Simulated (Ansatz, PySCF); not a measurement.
AgI, SMILES [Ag][I], multiplicity 1.

Geometry: B3LYP-D3(BJ)/def2-TZVP. The spin state was assumed, not searched. The def2 effective core potentials stand for the cores of Ag, I; spin–orbit coupling is left out.

Vertical ionisation energy (IE) and electron affinity (EA) in eV. Rows of orbital energies are one-electron estimates. Where ΔSCF, EOM or ADC give a negative EA the extra electron is unbound and the value depends on the basis.

```tsv
level	IE	EA
−ε(HOMO), −ε(LUMO), M06-2X/def2-TZVPD (PySCF)	7.81	2.52
−ε(HOMO), −ε(LUMO), B3LYP/def2-TZVPD (PySCF)	6.64	3.51
−ε(HOMO), −ε(LUMO), PBE/def2-TZVPD (PySCF)	5.85	3.98
ΔSCF, ωB97X-V/def2-TZVPD (Ansatz), final states of multiplicity 2 and 2	8.85	1.38
ΔSCF, PBE/def2-TZVPD (Ansatz), final states of multiplicity 2 and 2	___	___
```

Some entries are withheld; supply them. (Estimate from the structure and the level; the computed values follow.)


- ΔSCF, PBE/def2-TZVPD (Ansatz, a quantum-chemistry and plane-wave program), final states of multiplicity 2 and 2, IE: 9.00
- ΔSCF, PBE/def2-TZVPD (Ansatz), final states of multiplicity 2 and 2, EA: 1.54

What vertical singlet–triplet gap does ΔSCF give with ωB97X-V/def2-TZVPD (Ansatz) and with PBE/def2-TZVPD (Ansatz)? (Estimate from the structure and the level; the computed values follow.)

2.85 and 2.44 eV (triplet above singlet where positive).
